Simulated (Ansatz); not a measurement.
Li8Br8 (started as a model of: 2x2x4 LiBr rock-salt block), relaxed as a singlet with RKS PBE-D4/def2-SVP in Ansatz, starting from the GFN2-xTB geometry. Force threshold 0.03 eV/Å.

Start:

```xyz
16

Li    2.335    2.861   -1.362
Br    0.904    2.209    0.564
Li   -0.604    0.913    1.988
Br   -2.119   -0.159    3.640
Br    3.819    0.836   -1.574
Li    2.256   -0.258    0.018
Br    0.970   -1.462    1.713
Li   -0.956   -2.309    3.040
Br    0.746    2.530   -3.288
Li   -0.726    1.383   -1.645
Br   -2.413    0.400   -0.176
Li   -3.450   -0.935    1.648
Li    2.068    0.386   -3.326
Br    0.541   -1.146   -2.100
Li   -0.923   -2.043   -0.359
Br   -2.449   -3.206    1.220
```

```tsv
step	energy (eV)	largest force component (eV/Å)	SCF passes
1	-561879.0266	0.302	14
2	-561879.3599	0.103	18
3	-561879.4047	0.076	17
4	-561879.4139	0.009	17
```

Force components are those of the run's own axes.

End:

```tsv
atom	x (Å)	y (Å)	z (Å)
Li1	2.3247	2.7704	-1.4312
Br2	0.9120	2.1788	0.5174
Li3	-0.6589	0.6648	1.8373
Br4	-2.1639	-0.1793	3.7006
Br5	3.8803	0.8630	-1.6151
Li6	2.0544	-0.1093	-0.1418
Br7	0.9159	-1.4511	1.7036
Li8	-1.0429	-2.2599	2.9889
Br9	0.7792	2.5711	-3.3452
Li10	-0.4663	1.2793	-1.5482
Br11	-2.3857	0.3680	-0.1389
Li12	-3.3589	-0.9838	1.6964
Li13	2.0767	0.4734	-3.2544
Br14	0.5583	-1.0958	-2.0819
Li15	-0.9288	-1.8350	-0.1470
Br16	-2.4960	-3.2546	1.2594
```

By distances, no bond broke or formed. The bond that changes most is Li3–Br11, from 2.87 to 2.64 Å (atoms count from 1).

No frequencies were taken in this run, so the end may be a saddle point.

It took 42 s on 4 threads of Arm Neoverse V1 on a shared host, peak host memory 1.1 GiB.
